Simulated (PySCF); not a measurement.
## Electronic structure of Rh²⁺ (rhodium, charge +2) at the PBE0 level

Configuration: [Kr] 4d6 5s1, high-spin 6D determinant (an excited configuration). Computed with PySCF 2.14 in aug-cc-pVTZ-DK (9s8p6d3f2g, 102 functions), with the spin-free X2C one-electron Hamiltonian (Gaussian nucleus).

- Total energy: -4782.02 hartree
- One-electron energy: -6552.77 hartree
- Hartree (Coulomb) energy: 1909.71 hartree
- Exchange-correlation energy: -138.96 hartree
- ⟨S²⟩: 8.7508
- ⟨L²⟩: 6.011
- Sum of ⟨r⟩: 27.16 bohr
- Sum of ⟨r²⟩: 34.26 bohr²
- Traceless quadrupole moment −½Σ⟨3z² − r²⟩ along its main axis: 0.527 e·bohr²
- Langevin diamagnetic susceptibility: -27.1 ×10⁻⁶ cm³/mol
- Time after the integrals: about 5 core-seconds

```
shell  electrons  mean orbital energy (eV)  spread (eV)  rms radius, mean of both spins (bohr)
 1s α          1                  -23110.9            0                                 0.0374
 1s β          1                  -23110.9            0                                 0.0374
 2s α          1                   -3395.4            0                                  0.154
 2s β          1                   -3394.6            0                                  0.154
 2p α          3                   -3045.5        0.336                                  0.137
 2p β          3                   -3044.8        0.144                                  0.137
 3s α          1                   -637.68            0                                  0.417
 3s β          1                   -637.18            0                                  0.417
 3p α          3                   -521.65        0.654                                  0.420
 3p β          3                   -521.11        0.517                                  0.420
 3d α          5                   -335.87        0.775                                  0.404
 3d β          5                   -334.94        0.503                                  0.404
 4s α          1                   -114.90            0                                   1.04
 4s β          1                   -110.61            0                                   1.04
 4p α          3                   -81.342        1.469                                   1.14
 4p β          3                   -76.501        0.052                                   1.14
 4d α          5                   -32.836        1.698                                   1.51
 4d β          1                   -29.405            0                                   1.51
 5s α          1                   -22.949            0                                   2.72
```

Densities and radii are taken from the X2C orbitals without a picture-change correction, which distorts them close to the nucleus.
